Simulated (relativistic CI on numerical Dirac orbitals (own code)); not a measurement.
A reference radial Dirac CI calculation of Ru gave the lowest total energy -4524.59188 Ha in 13 SCF steps, from this input:

```
atom Ru  Z=44  charge=0  electrons=44
nucleus A=102  rms_radius_fm=4.4809
hamiltonian dirac-coulomb  breit=on  qed=on  c_scale=1
orbitals kli  potential=per-configuration
slater_scale 1
correlation none
mixing on
grid step=0.0125 r_max=201.2
scf mixing=0.4 start=green max_iterations=150 tolerance=2e-08 node_fill=0.05
configurations
  [Kr] 4d7 5s
end
```

One setting was then changed, and the output read:

```
SCF 1: [Kr] 4d7 5s
 iter      energy (Ha)   residual   last orbital (Ha)
    1     -4494.319806   8.33e-01     -0.28547
    2     -4496.286070   2.90e-01     -0.22740
    3     -4496.495275   1.87e-01     -0.26251
    4     -4496.564338   9.24e-02     -0.25537
    5     -4496.576560   1.94e-02     -0.23997
    6     -4496.576744   5.02e-03     -0.22759
    7     -4496.576679   2.23e-03     -0.22442
    8     -4496.576717   1.28e-03     -0.22272
    9     -4496.576703   2.13e-04     -0.22142
   10     -4496.576705   2.44e-04     -0.22143
   11     -4496.576702   6.72e-07     -0.22111
   12     -4496.576702   3.85e-07     -0.22111
   13     -4496.576702   1.90e-08     -0.22111
orbital energies (Ha): 3d3/2 -10.2880  3d5/2 -10.1863  4s -2.8036  4p1/2 -1.8121  4p3/2 -1.7368  4d3/2 -0.2786  4d5/2 -0.2712  5s -0.2211
configuration averages (Ha): Dirac-Coulomb, Breit, QED
  4d7 5s                       -4496.576702    1.801763    1.690122
levels: no., configuration, term, J, E (cm-1), weight
   1 4d7 5s                 5F   5                0.0  1.00
   2 4d7 5s                 5F   4              729.2  1.00
   3 4d7 5s                 5F   3             1291.4  1.00
   4 4d7 5s                 5F   2             1699.1  1.00
   5 4d7 5s                 5F   1             1964.1  1.00
   6 4d7 5s                 3F   4            10719.8  0.99
   7 4d7 5s                 3F   3            11665.1  0.98
   8 4d7 5s                 5P   3            12014.1  0.99
   9 4d7 5s                 5P   2            12281.3  0.96
  10 4d7 5s                 3F   2            12323.2  0.98
  11 4d7 5s                 5P   1            12630.8  0.99
  12 4d7 5s                 3G   5            15040.3  0.97
  13 4d7 5s                 3G   4            15495.5  0.96
  14 4d7 5s                 3G   3            15937.5  0.99
lowest total energy -4493.174357 Ha
end: converged
```

Which setting was changed?
A. node fill of the KLI weights
B. SCF tolerance
C. grid step
D. speed of light

D. The speed of light × 1.25.
